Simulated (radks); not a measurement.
All-electron atom: Tm47+ in [Ar] 3d4.

Calculated with a radial shooting solver on a logarithmic mesh with Libxc functionals: scalar-relativistic Kohn-Sham, PBE, spin-unpolarised, spherical densities, point nucleus.

Energy parts (eV):
part                      energy
total                 -317923.41
kinetic                349551.73
electron-nucleus      -710781.57
Hartree                 48281.01
exchange-correlation    -4974.58

Orbitals (lengths in bohr, moments of r in powers of bohr):
orbital  occ.  eigenvalue (eV)  <1/r>
1s          2        -62137.02  79.12
2s          2        -12782.02  18.54
2p          6        -11624.38  17.06
3s          2        -4713.879  7.230
3p          6        -4363.378  6.781
3d          4        -3985.503  6.442

The highest occupied level is 3d at -3985.5 eV. The density falls to 0.001 e/bohr^3 at r = 0.66 bohr. For comparison, the ionisation energy in NIST's Atomic Spectra Database is 4075 eV (theoretical). In exact Kohn-Sham theory the highest level is minus the ionisation energy, but local and semilocal functionals leave it too shallow, through self-interaction and a potential that decays too fast; potentials with the right tail come closer.

Beside tabulated values, note that spin-unpolarised runs miss the spin-polarisation part of the exchange energy of open shells.
